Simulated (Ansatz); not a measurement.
Relaxation of CH5BrOSi (9 atoms, charge 0, multiplicity 1), to a largest force component of 0.015 eV/Å in at most 40 steps.

Level of theory: Ansatz, RKS PBE/def2-SVP.

```xyz
9
Properties=species:S:1:pos:R:3:forces:R:3
O -0.057 1.605 -0.737 -2.66 1.39 -1.21
C 0.634 0.501 -0.308 0.82 -0.34 -0.33
Si -0.277 -0.789 0.709 1.74 0.41 1.83
Br -1.927 -1.484 -0.445 -1.73 -0.67 -1.08
H -0.820 1.328 -1.347 1.27 0.28 1.08
H 1.485 0.903 0.270 0.30 -0.16 0.36
H 1.084 0.034 -1.198 0.53 -0.82 -0.19
H 0.686 -1.932 0.983 -0.20 0.10 -0.04
H -0.719 -0.213 2.056 -0.06 -0.18 -0.42
```

Task: Where does it end, and by what steps?

Result: The forces met the threshold. After 6 steps the energy has fallen by 0.324 eV; H5 moved furthest, 0.25 Å.

| step | energy less start (eV) | largest force component (eV/Å) | accepted |
| --- | --- | --- | --- |
| 0 | 0.0000 | 2.663 | yes |
| 1 | -0.2909 | 0.815 | yes |
| 2 | -0.3159 | 0.113 | yes |
| 3 | -0.3219 | 0.082 | yes |
| 4 | -0.3235 | 0.100 | yes |
| 5 | -0.3243 | 0.024 | yes |
| 6 | -0.3243 | 0.006 | yes |

```xyz
9
Properties=species:S:1:pos:R:3
O -0.158 1.576 -0.737
C 0.714 0.528 -0.345
Si -0.196 -0.765 0.721
Br -1.987 -1.370 -0.522
H -0.918 1.157 -1.189
H 1.530 0.979 0.261
H 1.212 0.019 -1.209
H 0.618 -1.997 1.009
H -0.727 -0.173 1.993
```

The run took 16 s on 2 threads of Intel(R) Xeon(R) Platinum 8488C (Sapphire Rapids) (shared host), peak memory 0.17 GiB.
